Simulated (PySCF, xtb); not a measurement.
RuO₄, SMILES [O]=[Ru](=[O])(=[O])=[O], multiplicity 1.

Harmonic wavenumbers (cm⁻¹) from GFN2-xTB (xtb) at its own minimum, in rising order: 309, 309, 309, 310, 311, 791, 873, 873, 873.

Question: What does r2SCAN-D4/def2-SVP in PySCF 2.14.0 give at its own minimum? (The exact figures need the calculation; the answer reports its results.)

Answer: 336, 336, 361, 361, 361, 964, 991, 991, 991. Paired by order, the mean absolute difference is 82 cm⁻¹ and the zero-point energies are 7.1 and 8.1 kcal/mol.
